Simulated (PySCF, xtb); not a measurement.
C₄H₁₂Si₂, SMILES CC[SiH2]/C=C/[SiH3]. Other conformers were not sampled.

Harmonic wavenumbers (cm⁻¹) from GFN2-xTB (xtb 6.7.1) at its own minimum, in rising order: 18, 50, 70, 91, 168, 187, 230, 274, 300, 475, 509, 529, 576, 652, 677, 712, 741, 759, 775, 786, 793, 803, 808, 980, 1021, 1031, 1078, 1188, 1244, 1290, 1308, 1418, 1487, 1512, 1515, 1629, 2203, 2218, 2232, 2245, 2257, 2964, 2979, 3005, 3006, 3008, 3024, 3031.

Task: What does PySCF with B3LYP-D3(BJ)/def2-SVP give at its own minimum? (The exact figures need the calculation; the answer reports its results.)

Result: 41, 68, 91, 133, 165, 194, 225, 272, 309, 525, 573, 603, 638, 686, 740, 746, 796, 823, 857, 934, 943, 946, 960, 979, 988, 1046, 1047, 1191, 1249, 1256, 1304, 1399, 1433, 1476, 1480, 1634, 2193, 2206, 2209, 2211, 2223, 3022, 3025, 3070, 3092, 3098, 3100, 3103. Paired by order, the mean absolute difference is 45 cm⁻¹ and the zero-point energies are 85.6 and 87.6 kcal/mol.
